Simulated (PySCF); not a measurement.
## How methods differ on the excitation energy of Ba⁺

Ba⁺ [Xe] 6s1 (2S) → Ba⁺ [Xe] 5d1 (2D), as a difference of total energies. Calculation: PySCF 2.14, in x2c-TZVPPall with one added diffuse shell each of s, p, d type (12s8p7d2f1g, 94 functions); scalar relativity by spin-free X2C-1e. Correlated levels: valence and next inner shell: [Kr] 4d10 frozen. The calculations carry no spin-orbit coupling.

```tsv
method	excitation energy (cm⁻¹)
UHF	6101.3
MP2 (valence and next inner shell)	7117.0
SCS-MP2 (valence and next inner shell)	6749.5
CCSD (valence and next inner shell)	6411.9
CCSD(T) (valence and next inner shell)	6488.9
```

Errors of the correlated levels include the incompleteness of this basis and the frozen core.

Q: Which method comes closest to the reference value, and which is furthest?

A: The reference is 5354.4 cm⁻¹ (measured; NIST levels, between the centres of gravity of the two terms). Closest: UHF (error 746.94 cm⁻¹); furthest: MP2 (valence and next inner shell) (error 1762.7 cm⁻¹).
